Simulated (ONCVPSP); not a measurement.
# Pd, ONCV: configuration errors across variants

```
Element                 : palladium
Generator               : ONCVPSP 4.0.1
Type                    : optimised norm-conserving Vanderbilt (ONCV)
Functional              : PBE
Relativity              : non-relativistic
Frozen core             : [Ar] 3d10
Valence charge          : 18
Reference configuration : 4s2 4p6 4d10
Partial waves           : 4s: rc 1.30 bohr, ncon 4, nbas 7, qcut 9.2 1/bohr, 3 projectors, debl 0.5 Ha; 4p: rc 1.40 bohr, ncon 5, nbas 8, qcut 12.3 1/bohr, 2 projectors, debl 3.3 Ha; 4d: rc 1.95 bohr, ncon 4, nbas 8, qcut 7.4 1/bohr, 2 projectors, debl 0.4 Ha
Local potential         : polynomial inside 1.10 bohr (lpopt 4, dvloc0 0 Ha)
Core correction         : Teter function, fcfact 2.5, rcfact 1.75
```

In the s channel the program set the typed energies aside and used -2.887, 0.250, 0.750 Ha.

All-electron excitation energies from the reference (eV): (1) 4s2 4p6 4d9 9.253; (2) 4s2 4p6 4d8 30.364; (3) 4s2 4p6 4d8 5s1 14.792.

3 further variants failed, have other tests or another functional or relativity, and are left out.

Errors AE − PS in meV (a dash: test not solved or not reliable):

```json
{"change": "base", "(1)": "+1.0", "(2)": "+13", "(3)": "+19", "bound ghosts": "none", "GHOST(+) flags above zero": "s"}
{"change": "p: nproj 1", "(1)": "+1.0", "(2)": "+13", "(3)": "+19", "bound ghosts": "none", "GHOST(+) flags above zero": "s"}
{"change": "p: rc 1.5", "(1)": "+1.0", "(2)": "+13", "(3)": "+19", "bound ghosts": "none", "GHOST(+) flags above zero": "s"}
```

**Question.** Give the same row for: core correction Teter function, fcfact 2.5, rcfact 2.04.

**Answer.** -0.8, 0.0, +7.6; bound ghosts: none; GHOST(+) flags above zero: s.
